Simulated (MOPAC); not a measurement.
Job for MOPAC: AM1 on H3NSTe (SMILES N[Te]S), a point of a torsion scan.

```
AM1 1SCF PRECISE CHARGE=0 THREADS=1
H3NSTe

N     -1.42789817 1     0.03619757 1     0.26898396 1
Te     0.05719721 1    -1.11340669 1     1.01433334 1
S      1.86363876 1    -0.33939245 1    -0.42445104 1
H     -1.25242058 1     1.02782507 1     0.36755148 1
H     -1.61747365 1    -0.15157379 1    -0.70652026 1
H      2.81755902 1    -0.53629588 1     0.46960245 1
```

Output:

```
*******************************************************************************
 **                                                                           **
 **                              MOPAC v23.2.5                                **
 **                                                                           **
 *******************************************************************************
 ** MOPAC's Digital Object Identifier: https://doi.org/10.5281/zenodo.6511958 **
 **                                                                           **
 ** Please cite the open-source release paper for use of this MOPAC version:  **
 ** J. E. Moussa and J. J. P. Stewart (2026)                                  **
 ** MOPAC: An open-source semiempirical molecular orbital program             **
 ** J. Open Source Softw., 11(119), 8025, https://doi.org/10.21105/joss.08025 **
 *******************************************************************************

                              AM1 CALCULATION RESULTS

 *******************************************************************************
 *  AM1        - The AM1 Hamiltonian to be used
 *
 *
 *
 *                 CHARGE ON SYSTEM = 0
 *
 *
 *
 *  PRECISE    - TIGHTER CRITERIA TO BE USED
 *  1SCF       - DO 1 SCF AND THEN STOP
 *  THREADS=1  - MULTI-THREADING NOT USED
 *  T=         - A TIME OF 172800.0 SECONDS REQUESTED
 *  DUMP=N     - RESTART FILE WRITTEN EVERY 7200.0 SECONDS REQUESTED
 *******************************************************************************
AM1 1SCF PRECISE CHARGE=0 THREADS=1
 H3NSTe

   ATOM   CHEMICAL          X               Y               Z
  NUMBER   SYMBOL      (ANGSTROMS)     (ANGSTROMS)     (ANGSTROMS)

     1       N         -1.42789817  *   0.03619757  *   0.26898396  *
     2      Te          0.05719721  *  -1.11340669  *   1.01433334  *
     3       S          1.86363876  *  -0.33939245  *  -0.42445104  *
     4       H         -1.25242058  *   1.02782507  *   0.36755148  *
     5       H         -1.61747365  *  -0.15157379  *  -0.70652026  *
     6       H          2.81755902  *  -0.53629588  *   0.46960245  *



          CARTESIAN COORDINATES

    NO.       ATOM           X           Y           Z

     1         N         -1.4279      0.0362      0.2690
     2        Te          0.0572     -1.1134      1.0143
     3         S          1.8636     -0.3394     -0.4245
     4         H         -1.2524      1.0278      0.3676
     5         H         -1.6175     -0.1516     -0.7065
     6         H          2.8176     -0.5363      0.4696

  H: (AM1): M.J.S. DEWAR ET AL, J. AM. CHEM. SOC. 107 3902-3909 (1985)
  N: (AM1): M.J.S. DEWAR ET AL, J. AM. CHEM. SOC. 107 3902-3909 (1985)
  S: (AM1): M.J.S. DEWAR, Y-C YUAN, INORGANIC CHEMISTRY, 29, 3881:3890,  (1990)
 Te: (AM1): J. J. P. STEWART, J. MOL. MOD., 10, 155-164 (2004)

           Empirical Formula: H3 N Te S  =     6 atoms



      MOLECULAR POINT GROUP   :   C1


      RHF CALCULATION, NO. OF DOUBLY OCCUPIED LEVELS = 10


 -------------------------------------------------------------------------------
 AM1 1SCF PRECISE CHARGE=0 THREADS=1
 H3NSTe



     1SCF WAS SPECIFIED, SO BFGS WAS NOT USED
     SCF FIELD WAS ACHIEVED


                              AM1 CALCULATION
                                                       MOPAC v23.2.5 Linux




          FINAL HEAT OF FORMATION =         21.14745 KCAL/MOL =      88.48092 KJ/MOL


          COSMO AREA              =        116.07 SQUARE ANGSTROMS
          COSMO VOLUME            =        105.98 CUBIC ANGSTROMS

          IONIZATION POTENTIAL    =          7.257486 EV
          HOMO LUMO ENERGIES (EV) =         -7.257 -1.895
          NO. OF FILLED LEVELS    =         10
          MOLECULAR WEIGHT        =        176.6904         POINT GROUP:  C1

          MOLECULAR DIMENSIONS (Angstroms)

            Atom       Atom       Distance
            H     6    H     5     4.60443
           Te     2    S     3     2.05477
            H     4   Te     2     1.69221


          SCF CALCULATIONS        =          1





   ATOM   CHEMICAL          X               Y               Z
  NUMBER   SYMBOL      (ANGSTROMS)     (ANGSTROMS)     (ANGSTROMS)

     1       N         -1.42789817  *   0.03619757  *   0.26898396  *
     2      Te          0.05719721  *  -1.11340669  *   1.01433334  *
     3       S          1.86363876  *  -0.33939245  *  -0.42445104  *
     4       H         -1.25242058  *   1.02782507  *   0.36755148  *
     5       H         -1.61747365  *  -0.15157379  *  -0.70652026  *
     6       H          2.81755902  *  -0.53629588  *   0.46960245  *

                             CARTESIAN COORDINATES

   1    N       -1.427898170     0.036197570     0.268983960
   2   Te        0.057197210    -1.113406690     1.014333340
   3    S        1.863638760    -0.339392450    -0.424451040
   4    H       -1.252420580     1.027825070     0.367551480
   5    H       -1.617473650    -0.151573790    -0.706520260
   6    H        2.817559020    -0.536295880     0.469602450


           Empirical Formula: H3 N Te S  =     6 atoms



      MOLECULAR POINT GROUP   :   C1


                  EIGENVALUES
 -33.17823 -23.24943 -18.36183 -16.57593 -14.22455 -13.33294 -10.98751 -10.36416
  -9.91738  -7.25749  -1.89518  -0.37123   1.42960   4.60673   5.47395


              NET ATOMIC CHARGES AND DIPOLE CONTRIBUTIONS

  ATOM NO.   TYPE          CHARGE      No. of ELECS.   s-Pop       p-Pop
    1          N          -0.472188        5.4722     1.61971     3.85247
    2         Te           0.406340        5.5937     1.94556     3.64810
    3          S          -0.348491        6.3485     1.92131     4.42718
    4          H           0.160579        0.8394     0.83942
    5          H           0.163819        0.8362     0.83618
    6          H           0.089941        0.9101     0.91006
 DIPOLE           X         Y         Z       TOTAL
 POINT-CHG.    -0.791    -1.245     2.011     2.494
 HYBRID         0.792     1.344    -0.875     1.788
 SUM            0.001     0.098     1.136     1.140


          ATOMIC ORBITAL ELECTRON POPULATIONS

     Atom    s        px        py        pz
    1  N   1.61971   1.43218   1.14426   1.27604
    2 Te   1.94556   0.79595   1.45322   1.39893
    3  S   1.92131   1.23367   1.89327   1.30024
    4  H   0.83942
    5  H   0.83618
    6  H   0.91006

 **********************
 *                    *
 * JOB ENDED NORMALLY *
 *                    *
 **********************




 == MOPAC DONE ==
```

The run finished.

Cost: very roughly 0.020 core-seconds.
